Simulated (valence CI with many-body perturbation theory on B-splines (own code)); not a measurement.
# Energy levels of Au66+

Computed by relativistic CI+MBPT: three valence electrons over a frozen Dirac-Fock core [Ne], radial functions for each j: 11 s, 11 p, 10 d, 8 f, 5 g, 2 h, with the one-electron correlation potential Σ1 (screened to all orders), the two-electron term Σ2, the three-electron term Σ3, Breit, model QED; selected single and double excitations, second order for the rest, scaled by the run's own slope (own B-spline code, finite nucleus).

The last digits are not significant, and no measured levels were compared; by estimate large intervals hold to a few tenths of a per cent, small ones and those within an open d or f shell to about a per cent.

Levels 136 to 157 of 157, with energies above the lowest level, (3s^2 3p1/2) J=1/2. "Leading %" is the weight of the configuration and term that name the level; weights of strongly mixed levels are sums over their largest components and can fall short. In the jj column 3d3/2^4 stands for four electrons in 3d with j = 3/2.

| No. | Configuration | Term | J | E (eV) | Leading % | Second component | g | Leading jj |
| --- | --- | --- | --- | --- | --- | --- | --- | --- |
| 136 | 3d3 | 2D | 5/2 | 2718.5 | 47 | 28 % 3d3 4P | 1.214 | 3d3/2^2 3d5/2 (98 %) |
| 137 | 3d3 | 4F | 7/2 | 2785.3 | 69 | 29 % 3d3 2G | 1.121 | 3d3/2 3d5/2^2 (99 %) |
| 138 | 3d3 | 4F | 9/2 | 2790.1 | 49 | 40 % 3d3 2H | 1.124 | 3d3/2 3d5/2^2 (99 %) |
| 139 | 3d3 | 4P | 3/2 | 2798.8 | 40 | 37 % 3d3 2D | 1.098 | 3d3/2 3d5/2^2 (100 %) |
| 140 | 3d3 | 2H | 11/2 | 2799.9 | 100 |  | 1.076 | 3d3/2 3d5/2^2 (100 %) |
| 141 | 3d3 | 2P | 1/2 | 2802.7 | 57 | 43 % 3d3 4P | 1.518 | 3d3/2 3d5/2^2 (100 %) |
| 142 | 3d3 | 4P | 5/2 | 2802.9 | 42 | 37 % 3d3 2D | 1.306 | 3d3/2 3d5/2^2 (98 %) |
| 143 | 3d3 | 2F | 7/2 | 2813.4 | 77 | 21 % 3d3 2G | 1.077 | 3d3/2 3d5/2^2 (99 %) |
| 144 | 3d3 | 2F | 5/2 | 2814.2 | 45 | 40 % 3d3 2D | 1.079 | 3d3/2 3d5/2^2 (99 %) |
| 145 | 3d3 | 2D | 3/2 | 2840.8 | 82 | 14 % 3d3 2P | 0.859 | 3d3/2 3d5/2^2 (98 %) |
| 146 | 3d3 | 2G | 9/2 | 2901.0 | 48 | 40 % 3d3 4F | 1.163 | 3d5/2^3 (99 %) |
| 147 | 3d3 | 2P | 3/2 | 2919.9 | 44 | 39 % 3d3 2D | 1.148 | 3d5/2^3 (98 %) |
| 148 | 3d3 | 2D | 5/2 | 2932.4 | 58 | 21 % 3d3 2F | 1.165 | 3d5/2^3 (98 %) |
| 149 | 3s2 4s | 2S | 1/2 | 3551.5 | 99 |  | 1.991 | 3s^2 4s (99 %) |
| 150 | 3s2 4p | 2P° | 1/2 | 3634.8 | 98 |  | 0.661 | 3s^2 4p1/2 (98 %) |
| 151 | 3s 3p 4s | 4P° | 1/2 | 3709.8 | 85 | 14 % 3s 3p 4s 2P° | 2.354 | 3s 3p1/2 4s (99 %) |
| 152 | 3s 3p 4s | 4P° | 3/2 | 3724.1 | 59 | 40 % 3s 3p 4s 2P° | 1.552 | 3s 3p1/2 4s (98 %) |
| 153 | 3s 3p 4s | 2P° | 1/2 | 3737.7 | 94 | 5 % 3s 3p 4s 4P° | 0.750 | 3s 3p1/2 4s (99 %) |
| 154 | 3s 3p 4p | 4D | 1/2 | 3786.8 | 71 | 20 % 3s 3p 4p 2P | 0.289 | 3s 3p1/2 4p1/2 (100 %) |
| 155 | 3s 3p 4p | 4D | 3/2 | 3801.7 | 40 | 33 % 3s 3p 4p 2D | 1.109 | 3s 3p1/2 4p1/2 (99 %) |
| 156 | 3s 3p 4p | 4P | 1/2 | 3819.1 | 46 | 30 % 3s 3p 4p 2S | 1.942 | 3s 3p1/2 4p1/2 (99 %) |
| 157 | 3s2 4p | 2P° | 3/2 | 3837.5 | 98 |  | 1.329 | 3s^2 4p3/2 (98 %) |
